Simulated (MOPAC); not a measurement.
A run for MOPAC: AM1 on CH4Sn (SMILES [CH3][SnH]), a point of a bond scan (R = 2.951 Å).

```
AM1 1SCF PRECISE CHARGE=0 THREADS=1
CH4Sn

Sn     0.00983745 1     0.25050043 1     0.24518718 1
H     -0.34594591 1     1.41339688 1    -1.06484958 1
C     -0.01334196 1    -1.45640015 1    -1.15807253 1
H      2.01324345 1    -1.01843377 1    -3.25851212 1
H     -0.98669425 1    -1.50317430 1    -1.65333226 1
H      0.18357434 1    -2.40265271 1    -0.65672900 1
```

Output:

```
*******************************************************************************
 **                                                                           **
 **                              MOPAC v23.2.5                                **
 **                                                                           **
 *******************************************************************************
 ** MOPAC's Digital Object Identifier: https://doi.org/10.5281/zenodo.6511958 **
 **                                                                           **
 ** Please cite the open-source release paper for use of this MOPAC version:  **
 ** J. E. Moussa and J. J. P. Stewart (2026)                                  **
 ** MOPAC: An open-source semiempirical molecular orbital program             **
 ** J. Open Source Softw., 11(119), 8025, https://doi.org/10.21105/joss.08025 **
 *******************************************************************************

                              AM1 CALCULATION RESULTS

 *******************************************************************************
 *  AM1        - The AM1 Hamiltonian to be used
 *
 *
 *
 *                 CHARGE ON SYSTEM = 0
 *
 *
 *
 *  PRECISE    - TIGHTER CRITERIA TO BE USED
 *  1SCF       - DO 1 SCF AND THEN STOP
 *  THREADS=1  - MULTI-THREADING NOT USED
 *  T=         - A TIME OF 172800.0 SECONDS REQUESTED
 *  DUMP=N     - RESTART FILE WRITTEN EVERY 7200.0 SECONDS REQUESTED
 *******************************************************************************
AM1 1SCF PRECISE CHARGE=0 THREADS=1
 CH4Sn

   ATOM   CHEMICAL          X               Y               Z
  NUMBER   SYMBOL      (ANGSTROMS)     (ANGSTROMS)     (ANGSTROMS)

     1      Sn          0.00983745  *   0.25050043  *   0.24518718  *
     2       H         -0.34594591  *   1.41339688  *  -1.06484958  *
     3       C         -0.01334196  *  -1.45640015  *  -1.15807253  *
     4       H          2.01324345  *  -1.01843377  *  -3.25851212  *
     5       H         -0.98669425  *  -1.50317430  *  -1.65333226  *
     6       H          0.18357434  *  -2.40265271  *  -0.65672900  *



          CARTESIAN COORDINATES

    NO.       ATOM           X           Y           Z

     1        Sn          0.0098      0.2505      0.2452
     2         H         -0.3459      1.4134     -1.0648
     3         C         -0.0133     -1.4564     -1.1581
     4         H          2.0132     -1.0184     -3.2585
     5         H         -0.9867     -1.5032     -1.6533
     6         H          0.1836     -2.4027     -0.6567

  H: (AM1): M.J.S. DEWAR ET AL, J. AM. CHEM. SOC. 107 3902-3909 (1985)
  C: (AM1): M.J.S. DEWAR ET AL, J. AM. CHEM. SOC. 107 3902-3909 (1985)
 Sn: (AM1): J. J. P. STEWART, J. MOL. MOD., 10, 155-164 (2004)

           Empirical Formula: C H4 Sn  =     6 atoms



      MOLECULAR POINT GROUP   :   C1


      RHF CALCULATION, NO. OF DOUBLY OCCUPIED LEVELS = 6


 -------------------------------------------------------------------------------
 AM1 1SCF PRECISE CHARGE=0 THREADS=1
 CH4Sn



     1SCF WAS SPECIFIED, SO BFGS WAS NOT USED
     SCF FIELD WAS ACHIEVED


                              AM1 CALCULATION
                                                       MOPAC v23.2.5 Linux




          FINAL HEAT OF FORMATION =        190.92347 KCAL/MOL =     798.82381 KJ/MOL


          COSMO AREA              =        115.99 SQUARE ANGSTROMS
          COSMO VOLUME            =        101.03 CUBIC ANGSTROMS

          IONIZATION POTENTIAL    =          7.123395 EV
          HOMO LUMO ENERGIES (EV) =         -7.123 -2.390
          NO. OF FILLED LEVELS    =          6
          MOLECULAR WEIGHT        =        134.7326         POINT GROUP:  C1

          MOLECULAR DIMENSIONS (Angstroms)

            Atom       Atom       Distance
            H     4   Sn     1     4.23081
            H     6    H     2     3.72710
           Sn     1    H     5     2.01451


          SCF CALCULATIONS        =          1





   ATOM   CHEMICAL          X               Y               Z
  NUMBER   SYMBOL      (ANGSTROMS)     (ANGSTROMS)     (ANGSTROMS)

     1      Sn          0.00983745  *   0.25050043  *   0.24518718  *
     2       H         -0.34594591  *   1.41339688  *  -1.06484958  *
     3       C         -0.01334196  *  -1.45640015  *  -1.15807253  *
     4       H          2.01324345  *  -1.01843377  *  -3.25851212  *
     5       H         -0.98669425  *  -1.50317430  *  -1.65333226  *
     6       H          0.18357434  *  -2.40265271  *  -0.65672900  *

                             CARTESIAN COORDINATES

   1   Sn        0.009837450     0.250500430     0.245187180
   2    H       -0.345945910     1.413396880    -1.064849580
   3    C       -0.013341960    -1.456400150    -1.158072530
   4    H        2.013243450    -1.018433770    -3.258512120
   5    H       -0.986694250    -1.503174300    -1.653332260
   6    H        0.183574340    -2.402652710    -0.656729000


           Empirical Formula: C H4 Sn  =     6 atoms



      MOLECULAR POINT GROUP   :   C1


                  EIGENVALUES
 -27.05090 -15.55843 -13.54971 -10.24282  -8.59306  -7.12339  -2.38968  -0.96980
   1.19548   2.20568   4.68479   4.94793


              NET ATOMIC CHARGES AND DIPOLE CONTRIBUTIONS

  ATOM NO.   TYPE          CHARGE      No. of ELECS.   s-Pop       p-Pop
    1         Sn           0.612210        3.3878     1.91500     1.47279
    2          H          -0.330740        1.3307     1.33074
    3          C          -0.416849        4.4168     1.39412     3.02272
    4          H          -0.015825        1.0158     1.01582
    5          H           0.073822        0.9262     0.92618
    6          H           0.077382        0.9226     0.92262
 DIPOLE           X         Y         Z       TOTAL
 POINT-CHG.     0.171     0.059     4.149     4.153
 HYBRID        -0.655    -0.788    -3.316     3.471
 SUM           -0.484    -0.729     0.832     1.208


          ATOMIC ORBITAL ELECTRON POPULATIONS

     Atom    s        px        py        pz
    1 Sn   1.91500   0.22679   0.56502   0.68098
    2  H   1.33074
    3  C   1.39412   0.92554   1.19531   0.90187
    4  H   1.01582
    5  H   0.92618
    6  H   0.92262

 **********************
 *                    *
 * JOB ENDED NORMALLY *
 *                    *
 **********************




 == MOPAC DONE ==
```

The run finished.

Cost: about 0.020 core-seconds (a rough figure).
